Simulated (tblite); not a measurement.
C6H14ClFSi.
Atom-mapped SMILES: `[CH3:1][C@@H:2]([SiH3:3])[C@:4]([CH3:5])([CH2:6][F:7])[CH2:8][Cl:9]` (hydrogens: H10, H11, H12 on C1; H13 on C2; H14, H15, H16 on Si3; H17, H18, H19 on C5; H20, H21 on C6; H22, H23 on C8)

Geometry (GFN2-xTB, Å), atoms numbered from 1 in this order:
```xyz
23
C6H14ClFSi angstrom
C     -1.5857   -1.1943    0.4645
C     -0.9081    0.0302   -0.1556
Si    -1.5178    1.5925    0.7812
C      0.6213   -0.1231   -0.2805
C      1.0190   -1.4935   -0.8468
C      1.3174    0.0276    1.0774
F      1.2281    1.3155    1.5511
C      1.1923    0.9685   -1.1951
Cl     0.5766    0.8453   -2.8585
H     -2.6545   -1.0118    0.5551
H     -1.2029   -1.4011    1.4618
H     -1.4573   -2.0853   -0.1464
H     -1.2844    0.1084   -1.1812
H     -0.8356    2.8133    0.3616
H     -1.3893    1.3870    2.2222
H     -2.9392    1.7096    0.4380
H      2.0804   -1.5074   -1.0890
H      0.8264   -2.2851   -0.1282
H      0.4614   -1.6975   -1.7569
H      2.3857   -0.2007    1.0015
H      0.8568   -0.6154    1.8316
H      2.2784    0.8835   -1.2615
H      0.9261    1.9608   -0.8363
```

Level: GFN2-xTB in tblite, geometry and Hessian alike; calculated harmonic values, unscaled, isolated species. This tight-binding method is rough: wavenumbers can miss measured ones by several per cent, in bad cases by 10 to 20. Modes of hydrogen on silicon can be 10 to 20 % off. One conformer, not necessarily the lowest.

Harmonic wavenumbers (cm⁻¹): 51.0, 93.7, 106.7, 150.3, 200.8, 211.2, 218.7, 233.4, 253.6, 275.1, 316.8, 327.6, 370.3, 396.7, 473.1, 531.9, 565.8, 572.5, 683.1, 752.4, 773.9, 807.1, 814.2, 817.2, 883.1, 915.5, 951.8, 995.1, 1008.3, 1044.1, 1061.9, 1093.5, 1098.3, 1163.3, 1179.5, 1221.2, 1243.3, 1264.1, 1283.0, 1319.8, 1335.9, 1410.5, 1421.4, 1440.1, 1450.7, 1496.5, 1497.3, 1511.1, 1527.8, 2239.9, 2285.5, 2289.9, 2934.6, 2942.6, 2966.5, 2968.0, 3010.9, 3019.6, 3020.2, 3021.3, 3037.7, 3049.0, 3051.3.

A = 1291, B = 833.4, C = 794.6 MHz; mass 168.054 u (most abundant isotopes); point group C1, symmetry number 1.

Task: What is the zero-point energy?

Result: ½Σν̃ = 40326 cm⁻¹ = 115.30 kcal/mol.

Task: What is S at 273.15 K and 1 bar for an ideal gas of classical rigid rotors and harmonic oscillators?

Result: Translation 40.86, rotation 30.05, vibration 31.93: S = 102.8 cal/(mol K).

Task: And Cp and H(273.15 K) − H(0)?

Result: Cp = 43.98 cal/(mol K), of which vibrations give 36.03 (their classical limit is 63 R = 125.2); H(273.15 K) − H(0) = 7.06 kcal/mol without the zero-point energy, 4.88 from vibrations.

Task: Which modes carry the vibrational entropy at 273.15 K?

Result: 51.0 cm⁻¹: 4.61; 93.7 cm⁻¹: 3.41; 106.7 cm⁻¹: 3.16; 150.3 cm⁻¹: 2.50; 200.8 cm⁻¹: 1.97; 211.2 cm⁻¹: 1.87 cal/(mol K); the other 57 give 14.42 together.

Task: Blend soft modes into free rotors: weight 1/[1 + (100 cm⁻¹/ν̃)⁴] for the oscillator and the rest for a rotor with moment μB/(μ + B), μ = h/(8π²ν), B = 10⁻⁴⁴ kg m². What vibrational entropy results?

Result: 30.35 cal/(mol K) in place of 31.93, which changes −T·S at 273.15 K by +0.43 kcal/mol.

Hindered rotation and anharmonicity are outside this model. Other conformers, if any are populated, would add a mixing term that is left out. The structure is chiral; the term R ln 2 for an equal mix with its mirror image is left out.
